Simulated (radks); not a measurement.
Valence configurations of Cl3+ (all share [Ne]). All-electron calculation, scalar-relativistic Kohn-Sham, PBE, spin-polarised, spherical densities, finite nucleus; open shells are filled with parallel spins first; Fermi nuclear charge, rms radius 3.3654 fm. Program: a radial shooting solver on a logarithmic mesh with Libxc functionals. Energies are relative to 3s2 3p2; eigenvalues in eV for spin up.

[
 {"valence": "3s2 3p2", "E (eV)": "0.000", "moment (Bohr magnetons)": "2", "e(3p)": "-46.350", "e(3s)": "-60.171"},
 {"valence": "3s1 3p3", "E (eV)": "8.910", "moment (Bohr magnetons)": "4", "e(3p)": "-47.655", "e(3s)": "-61.610"},
 {"valence": "3s1.5 3p2.5", "E (eV)": "4.870", "moment (Bohr magnetons)": "3", "e(3p)": "-47.054", "e(3s)": "-60.940"},
 {"valence": "3s0.5 3p3.5", "E (eV)": "18.686", "moment (Bohr magnetons)": "3", "e(3p)": "-47.556", "e(3s)": "-61.484"},
 {"valence": "3p4", "E (eV)": "27.604", "moment (Bohr magnetons)": "2", "e(3p)": "-47.347", "e(3s)": "-"}
]

NIST lists [Ne] 3s2 3p2 as the ground configuration; this level of theory agrees among the configurations tried. The energies are those of spherical high-spin densities, not of single terms.
